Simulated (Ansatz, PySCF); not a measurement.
This PySCF input computes a PBE0/def2-TZVPD energy:

```python
from pyscf import gto, scf, dft

mol = gto.M(
    atom='''
    Si    0.10725614   -0.16236848    0.52794214
    F    -0.37054100    1.41778715    0.20037954
    F     1.30399675   -0.24843199   -0.65226300
    F    -1.10029864   -0.91678197   -0.36935988
    ''',
    basis='def2-tzvpd',
    charge=-1,
    spin=0,
    verbose=4,
)

mf = dft.RKS(mol, xc='pbe0').density_fit(auxbasis='def2-universal-jkfit')
mf.grids.level = 3
mf.conv_tol = 1e-9
mf.max_cycle = 100
mf.max_memory = 1500
mf.kernel()
if not mf.converged:
    mf = mf.newton()
    mf.kernel(mf.make_rdm1())
mf.analyze()
```

Task: Write an input for the same energy in Ansatz (a first-principles code) and say what it gives.

Result: 
Ansatz 0.2 input:
```yaml
crystal:
  periodic: [false, false, false]
  atoms:
    - {symbol: Si, position_ang: [0.10725614, -0.16236848, 0.52794214]}
    - {symbol: F, position_ang: [-0.37054100, 1.41778715, 0.20037954]}
    - {symbol: F, position_ang: [1.30399675, -0.24843199, -0.65226300]}
    - {symbol: F, position_ang: [-1.10029864, -0.91678197, -0.36935988]}
basis:
  gaussian:
    orbitals: def2-TZVPD
hamiltonian:
  xc: {name: PBE0}
total_charge: -1
output: {forces: true}
```
It gives -588.99125 Eh, and PySCF -588.99128 Eh, a difference of 0.03 mEh, from the treatment of integrals and grids.

It need not be the lowest isomer of its formula. Whether it binds its extra electron was not tested at this geometry.
